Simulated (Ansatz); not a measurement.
Gas-phase electronic energies from Ansatz, PBE0-D4/def2-TZVP geometries. CBS: MP2 limit from def2 TZ/QZ plus the TZ coupled-cluster correction, frozen cores. Functionals use def2-TZVPP. B3LYP here is the variant with VWN-RPA as its local correlation; programs differ in this. Each species was taken in one conformer, which may not be the lowest.

Reaction (isomerisation): `CCNBN` → `CNB(C)N`

```
             level  ΔE (kcal/mol)  difference from CCSD(T)/CBS
            PBE-D4           -7.3                          0.0
         r2SCAN-D4           -7.8                         -0.5
           PBE0-D4           -7.5                         -0.2
          B3LYP-D4           -7.2                          0.1
           ωB97X-V           -7.0                          0.3
           ωB97M-V           -7.4                         -0.1
            B2PLYP           -6.8                          0.5
               PBE           -6.9                          0.4
            r2SCAN           -7.7                         -0.4
              PBE0           -7.1                          0.2
             B3LYP           -6.6                          0.7
     HF/def2-TZVPP           -5.9                          1.4
    MP2/def2-TZVPP           -7.2                          0.1
SCS-MP2/def2-TZVPP           -6.6                          0.7
   CCSD/def2-TZVPP           -7.1                          0.2
CCSD(T)/def2-TZVPP           -7.1                          0.2
     HF/def2-QZVPP           -5.9                          1.4
    MP2/def2-QZVPP           -7.4                         -0.1
SCS-MP2/def2-QZVPP           -6.7                          0.6
      HF/CBS(def2)           -5.9                          1.4
     MP2/CBS(def2)           -7.5                         -0.2
    CCSD/CBS(def2)           -7.3                          0.0
       CCSD(T)/CBS           -7.3                            0
```

Largest T1 diagnostic among the species: 0.010.

In def2-TZVPP, CCSD(T) changes the Hartree–Fock value by −1.1 kcal/mol (the triples alone add −0.0 kcal/mol) and MP2 by −1.3 kcal/mol.
